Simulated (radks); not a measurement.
The numbers below are computed, except where a source is named.
Task: The table gives one normalised radial function P(r) = r R(r) of Hg4+ in [Xe] 4f14 5d7 6d1 (r in bohr). Code: a radial shooting solver on a logarithmic mesh with Libxc functionals. Model: scalar-relativistic Kohn-Sham, Wu-Cohen GGA, spin-polarised, spherical densities, point nucleus; open shells are filled with parallel spins first (spin-orbit coupling, left out, can overturn this in heavy ions).

r,P
0.001583,0.0520
0.002498,0.0688
0.003973,0.0861
0.006318,0.0966
0.01005,0.0860
0.01585,0.0368
0.02521,-0.0578
0.0401,-0.1440
0.06378,-0.0890
0.1006,0.1343
0.16,0.1680
0.2545,-0.2155
0.4048,-0.1484
0.6387,0.4270
1.016,0.0703
1.616,-0.7734
2.569,-0.6166
4.054,-0.1259
6.447,-0.0038
10.25,0.0000

Which n and l does it have? It may be an empty orbital.

Result: n = 6, l = 0: the number of nodes gives n - l - 1 = 5, the rise at small r (about r^(l+1), flatter next to the nucleus through relativity) gives l, and the extent must fit the shell. The curve is that of 6s up; the table hardly tells the two spins apart. 6s up (empty): eigenvalue -50.912 eV, 5 radial nodes at r = 0.0194, 0.0780, 0.201, 0.454, 1.05 bohr, <r> = 2.05 bohr, 90 % of the charge inside 2.90 bohr.
